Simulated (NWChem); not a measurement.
System: GeSiNH$_{5}$, singlet; SMILES [NH2][Ge][SiH3]

```xyz
8

Ge    -0.4582    -0.6496    -0.1411
N      1.2718    -1.1762     0.0319
H      1.5219    -2.1607     0.0397
H      2.0870    -0.5777     0.1295
Si     0.1037     1.7647    -0.0361
H     -0.5947     2.4332     1.1125
H     -0.3394     2.4778    -1.2806
H      1.5782     2.0184     0.1259
```
Atoms are numbered in this order, from 1.

Computed with NWChem. Low-valent species are run as closed-shell singlets; no triplet was tried in these runs. Structure relaxed at the PBE0/def2-SVP level. GIAO values for the isolated, static molecule; σ is the absolute isotropic shielding, δ = σ(reference) − σ with the isolated reference molecule computed at the same levels (1H: tetramethylsilane, 15N: ammonia, 29Si: tetramethylsilane).

**Question.** What does the run give for LDA (Slater exchange, VWN5)/pcSseg-1? Quantities: σ Ge1 (ppm); δ N2 (ppm); δ H3 (ppm); δ H4 (ppm); δ Si5 (ppm); δ H6 (rotor mean) (ppm).

**Answer.** 
```
Item                     Value
-----------------------  -----
σ Ge1 (ppm)              243.0
δ N2 (ppm)               230.6
δ H3 (ppm)                7.67
δ H4 (ppm)                7.56
δ Si5 (ppm)              -87.9
δ H6 (rotor mean) (ppm)   3.80
```
